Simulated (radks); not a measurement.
Task: Ionisation ladder of osmium, from Os22+ to Os43+. Each ion is in the ground configuration listed by NIST, and IE = E(next ion) - E(this ion). Method: scalar-relativistic Kohn-Sham, PBE, spin-polarised, spherical densities, finite nucleus; open shells are filled with parallel spins first (spin-orbit coupling, left out, can overturn this in heavy ions); Fermi nuclear charge, rms radius 5.4126 fm; computed with a radial shooting solver on a logarithmic mesh with Libxc functionals.

species      configuration  IE, Delta-SCF (eV)  -e(HOMO) (eV)     HOMO  <r> HOMO (bohr)
Os22+        [Kr] 4d10 4f8              641.60         619.20  4f down            0.464
Os23+        [Kr] 4d10 4f7                   ?         675.48    4f up            0.454
Os24+        [Kr] 4d10 4f6              746.50         722.59    4f up            0.446
Os25+        [Kr] 4d10 4f5              795.23         770.80    4f up            0.440
Os26+        [Kr] 4d10 4f4              845.01         820.07    4f up            0.433
Os27+        [Kr] 4d10 4f3              895.81         870.38    4f up            0.427
Os28+        [Kr] 4d10 4f2                   ?         921.70    4f up            0.421
Os29+        [Kr] 4d10 4f1                   ?         974.00    4f up            0.415
Os30+            [Kr] 4d10              1270.3         1245.4       4d            0.429
Os31+             [Kr] 4d9              1321.7         1296.7  4d down            0.426
Os32+             [Kr] 4d8              1373.6         1348.3  4d down            0.423
Os33+             [Kr] 4d7              1425.9         1400.4  4d down            0.419
Os34+             [Kr] 4d6              1478.4         1452.9  4d down            0.416
Os35+             [Kr] 4d5              1545.6         1519.2    4d up            0.412
Os36+             [Kr] 4d4              1600.3         1573.7    4d up            0.409
Os37+             [Kr] 4d3              1655.4         1628.6    4d up            0.406
Os38+             [Kr] 4d2              1710.9         1683.9    4d up            0.403
Os39+             [Kr] 4d1              1766.6         1739.6    4d up            0.400
Os40+                 [Kr]              2030.4         2004.0       4p            0.400
Os41+    [Ar] 3d10 4s2 4p5              2085.5         2059.3  4p down            0.398
Os42+    [Ar] 3d10 4s2 4p4                   ?         2114.1  4p down            0.396
Os43+    [Ar] 3d10 4s2 4p3              2211.0         2183.8    4p up            0.393

Estimate the withheld Delta-SCF values.

Result: Os23+: 698.85 eV (NIST 720); Os28+: 947.61 eV (NIST 970); Os29+: 1000.4 eV (NIST 1015); Os42+: 2140.1 eV (NIST 2112).
